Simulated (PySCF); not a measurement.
Computed IR spectrum (relative IR intensity) of a molecule C4H4OSe. Coordinates come from a PBE-D3(BJ)/def2-SVP optimisation. One conformer was computed; it need not be the lowest. These are PBE-D3(BJ)/def2-SVP (PySCF) values and carry that method's errors. Frequencies are harmonic and unscaled.

```json
[
 {"ν (cm⁻¹)": "312", "relative intensity": "2.1"},
 {"ν (cm⁻¹)": "572", "relative intensity": "2.2"},
 {"ν (cm⁻¹)": "608", "relative intensity": "5.4"},
 {"ν (cm⁻¹)": "849", "relative intensity": "8.1"},
 {"ν (cm⁻¹)": "906", "relative intensity": "20"},
 {"ν (cm⁻¹)": "910", "relative intensity": "7.3"},
 {"ν (cm⁻¹)": "1111", "relative intensity": "2.7"},
 {"ν (cm⁻¹)": "1215", "relative intensity": "6.3"},
 {"ν (cm⁻¹)": "1348", "relative intensity": "4.7"},
 {"ν (cm⁻¹)": "1841", "relative intensity": "100"},
 {"ν (cm⁻¹)": "3012", "relative intensity": "2.3"}
]
```

Problem. Which molecule gave these data?
A) C=C1C[Se]C1=O
B) C1=C[Se]C=CO1
C) O=C[C@@H]1C=C[Se]1
D) C#C[C@H]([SeH])C=O

Solution. A, C=C1C[Se]C1=O
